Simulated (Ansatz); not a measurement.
Abstraction of F: SnH3F + C4H9 → SnH3 + C4H9F

Species: SnH3F `[F][SnH3]`, singlet; C4H9 (2-butyl radical) `C[CH]CC`, doublet; SnH3 `[SnH3]`, doublet; C4H9F `CCC(C)F`, singlet. A radical takes F: the energy is the difference in strength between the Sn–F bond broken and the C–F bond made.

Shapes, held fixed at every level: PBE0-D4/def2-TZVP. Flexible molecules stand in one conformer, not always the lowest. Programs: Ansatz 0.2.0. The zero-point and thermal change to 298 K, harmonic and unscaled (PBE0-D4/def2-TZVP), is +7.4 kJ/mol.

```csv
level,kind,ΔH(298 K) (kJ/mol),less CCSD(T)/def2-TZVPP,CPU time (sum over the molecules)
HF/def2-SVP,Hartree–Fock,+12.0,+5.9,–
HF/def2-TZVPP,Hartree–Fock,+30.0,+23.9,–
PBE-D4/def2-TZVPP,GGA,+9.9,+3.8,33 s
r2SCAN0-D4/def2-TZVPP,global hybrid,+16.7,+10.6,66 s
wB97M-V/def2-TZVPP,range-separated hybrid,+4.1,-2.0,2.1 min
B2PLYP/def2-TZVPP,double hybrid,+15.5,+9.4,63 s
CCSD(T)/def2-SVP,coupled cluster or CI,-10.9,-17.0,1.7 min
CCSD(T)/def2-TZVPP,coupled cluster or CI,+6.1,0.0,2 h
```

The highest level, CCSD(T)/def2-TZVPP, gives ΔH(298 K) = +6.1 kJ/mol; the levels span -10.9 to +30.0. They disagree on the sign: 7 of 8 are positive. The column of differences is taken from that level and isn't an error. No measured value is set beside it here. Open shells run unrestricted. For atoms past krypton def2 sets carry core potentials with scalar relativity. Outer-core shells of Sn are correlated in most correlated rows, in sets that cover them unevenly. Times are processor times on shared x86 and Arm servers, and rough.
